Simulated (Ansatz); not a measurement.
A nudged elastic band was laid between two geometries of H₄InNOS (8 atoms, charge 0, multiplicity 1).

Level of theory: RKS PBE0-D4/def2-SVP in Ansatz.

```json
{"movable images": "7", "climbing image": "yes", "spring": "5.0 eV/Å²", "optimiser": "quadratic models (default)", "start path": "IDPP", "force threshold": "0.05 eV/Å", "iteration limit": "57", "end points": "relaxed"}
```

First end point:

```xyz
8
Properties=species:S:1:pos:R:3
N -0.681 1.442 -0.607
In 0.244 -0.167 0.202
O 1.943 0.187 1.188
S -0.682 -2.384 0.225
H -1.231 1.271 -1.446
H -0.070 2.238 -0.776
H 2.278 -0.592 1.646
H -1.799 -1.996 -0.431
```

Last end point:

```xyz
8
Properties=species:S:1:pos:R:3
N -0.363 1.287 -1.061
In 0.230 -0.159 0.227
O 1.889 0.211 1.272
S -0.811 -2.318 0.404
H -1.358 1.333 -1.263
H -0.034 2.222 -0.829
H 2.175 -0.546 1.795
H -1.728 -2.031 -0.546
```

Which bonds break or form, and what moves?

No bond is made or broken. The height of N1 over the plane of its neighbours goes from -0.33 to 0.32 Å. The two ends are copies of one structure, up to a mirror image or an exchange of like atoms.

What energy profile does the band end with?

The forces met the threshold. The highest image is number 4 of 0 to 8, 2.6 kJ/mol above the ends, which have the same energy within 2 meV. A vibrational analysis at the climbing image gives one clearly imaginary mode, 305i cm⁻¹: a first-order saddle point.

```tsv
image	path coordinate (Å)	energy (kJ/mol)	height of N1 over the plane of its neighbours (Å)
0	0.00	0.0	-0.33
1	0.10	0.0	-0.31
2	0.20	0.7	-0.23
3	0.31	2.0	-0.12
4	0.41	2.6	0.00
5	0.50	2.1	0.11
6	0.59	0.9	0.21
7	0.68	0.1	0.30
8	0.78	0.0	0.32
```

What is the geometry of the highest image?


```xyz
8
Properties=species:S:1:pos:R:3
N -0.483 1.345 -0.832
In 0.246 -0.178 0.236
O 1.915 0.194 1.261
S -0.769 -2.353 0.332
H -1.321 1.305 -1.397
H -0.036 2.253 -0.859
H 2.221 -0.573 1.758
H -1.773 -1.994 -0.498
```

What are the harmonic wavenumbers there?

305i, 99, 127, 135, 139, 245, 296, 349, 607, 641, 655, 703, 815, 1495, 2714, 3631, 3752, 3903 cm⁻¹.

The band took 5 iterations and about 3 core-minutes.

Run time: 3.3 min on 1 thread of Arm Neoverse V1, with other jobs on the host, peak memory 0.2 GiB.
